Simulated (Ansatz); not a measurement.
Gas-phase electronic energies from Ansatz, PBE0-D4/def2-TZVP geometries. CCSD(T)/CBS is the MP2 limit (def2-TZVPP, def2-QZVPP) plus CCSD(T) − MP2 in def2-TZVPP, frozen cores. DFT in def2-TZVPP. For Ga, Ge outer-core shells are correlated without core-valence functions, which leaves a few kJ/mol of doubt a bond. Scalar relativity is left out up to krypton. Each species was taken in one conformer, which may not be the lowest.

`O=[CH][Ga]([F])[GeH3]` + `[SH][GeH3]` → `[GeH3][S][GeH3]` + `O=[CH][GaH][F]`  (cleavage of the Ge–Ga bond)

```tsv
level	ΔE (kJ/mol)
revPBE-D4	-2.1
r2SCANh-D4	-4.5
MP2/def2-TZVPP	-12.3
HF/CBS(def2)	-12.3
```

(1) What does CCSD(T)/CBS give? (An estimate is asked.)

Largest T1 diagnostic among the species: 0.016.

Answers

(1) Computed: -5.9 kJ/mol. The listed levels differ from it by 3.8, 1.4, -6.4, -6.4 kJ/mol.

At CCSD(T), def2-SVP lies +3.4 kJ/mol from the extrapolated value and def2-TZVPP +0.7 kJ/mol. From PBE to PBE0 (25 % exact exchange), in def2-TZVPP and without D4, ΔE moves by −4.7 kJ/mol. The D4 term adds −4.8 kJ/mol with B3LYP and −2.4 kJ/mol with PBE0; it sums over pairs of atoms, weighted by their polarisabilities, and B3LYP, whose exchange is more repulsive, gets the larger term.

CCSD(T)/CBS has its own doubt, a few kJ/mol and more with outer-core shells, so smaller differences from it don't rank the levels.

B3LYP here is the variant with VWN-RPA as its local correlation; programs differ in this.
